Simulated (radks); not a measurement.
Problem. The mean radii <r> (bohr) of the occupied orbitals of an atom or ion are listed with their occupations. Method: Dirac Kohn-Sham, PBE, spin-unpolarised, spherical densities, point nucleus; computed with a radial shooting solver on a logarithmic mesh with Libxc functionals.

| orbital | occ. | <r> |
|---|---|---|
| 1s1/2 | 2 | 0.03516 |
| 2s1/2 | 2 | 0.1530 |
| 2p1/2 | 2 | 0.1304 |
| 2p3/2 | 4 | 0.1350 |
| 3s1/2 | 2 | 0.4125 |
| 3p1/2 | 2 | 0.4033 |
| 3p3/2 | 4 | 0.4122 |
| 3d3/2 | 2.8 | 0.3795 |
| 3d5/2 | 4.2 | 0.3822 |

Name the element and its charge. Open shells, if any, are shared by 2j + 1.

Solution. Z = 42, molybdenum, charge +17: Mo17+ in [Ar] 3d7. The 1s radius gives Z: for a bare nucleus <r> = (2 gamma + 1)/(2Z) with gamma = sqrt(1 - (Z/c)^2), 0.03457 bohr for Z = 42, and screening makes it slightly larger (0.03516 here). The occupations add up to 25, and the charge is Z minus that.
